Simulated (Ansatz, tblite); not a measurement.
Forces on (F2Al-mu-PH2)3 (Al₃P₃H₆F₆) at its PBE-D4/def2-SVP geometry. Total charge 0; singlet.

The xTB rows come from tblite. Single mean-field runs in def2-TZVP are fitted with def2-universal-jkfit.

GFN2-xTB (tblite), largest force 0.79 eV/Å:

```xyz
18
positions Å, forces eV/Å
Al   -0.455   -0.257   -2.098    0.075    0.095   -0.446
F    -1.313   -0.521   -3.516    0.325    0.098    0.631
F     1.104    0.402   -2.111   -0.532   -0.269   -0.004
P    -1.571    1.202   -0.539   -0.283    0.092   -0.041
Al    0.074    2.301    0.847    0.003    0.570    0.201
F     0.713    3.530   -0.105   -0.263   -0.530    0.357
F    -0.508    2.651    2.384    0.243   -0.190   -0.630
P     1.621    0.472    1.148    0.279    0.019    0.101
Al    0.341   -1.543    1.472   -0.081   -0.191    0.401
F     1.068   -2.679    2.471   -0.278    0.499   -0.470
F    -1.193   -0.920    1.826    0.535   -0.263   -0.143
P    -0.028   -2.244   -0.802   -0.013   -0.401   -0.145
H    -2.299    2.175   -1.290    0.172   -0.561    0.475
H    -2.609    0.565    0.197    0.356    0.490   -0.513
H     2.469    0.698    2.273   -0.240   -0.127   -0.712
H     2.563    0.351    0.087   -0.283    0.091    0.722
H     1.074   -2.948   -1.371   -0.699    0.182    0.289
H    -1.051   -3.235   -0.872    0.683    0.397   -0.074
```

r2SCAN-D4/def2-TZVP (Ansatz), largest force 0.81 eV/Å:

```
Al 0.080 0.067 -0.517
F 0.429 0.129 0.653
F -0.575 -0.260 -0.054
P -0.426 0.191 -0.086
Al 0.013 0.611 0.225
F -0.295 -0.535 0.418
F 0.274 -0.157 -0.681
P 0.426 0.048 0.149
Al -0.120 -0.250 0.462
F -0.369 0.540 -0.474
F 0.572 -0.292 -0.095
P 0.013 -0.438 -0.158
H 0.179 -0.269 0.207
H 0.280 0.183 -0.217
H -0.209 -0.071 -0.307
H -0.245 0.044 0.303
H -0.295 0.181 0.161
H 0.267 0.277 0.012
```

CAM-B3LYP-D4/def2-TZVP (Ansatz), largest force 0.93 eV/Å:

```
Al 0.086 0.081 -0.541
F 0.491 0.143 0.760
F -0.688 -0.314 -0.049
P -0.562 0.262 -0.130
Al 0.014 0.625 0.230
F -0.336 -0.617 0.497
F 0.312 -0.170 -0.795
P 0.564 0.067 0.210
Al -0.127 -0.255 0.488
F -0.421 0.621 -0.553
F 0.684 -0.338 -0.130
P 0.018 -0.579 -0.212
H 0.261 -0.367 0.286
H 0.401 0.233 -0.285
H -0.306 -0.091 -0.421
H -0.356 0.050 0.398
H -0.396 0.260 0.226
H 0.360 0.389 0.021
```
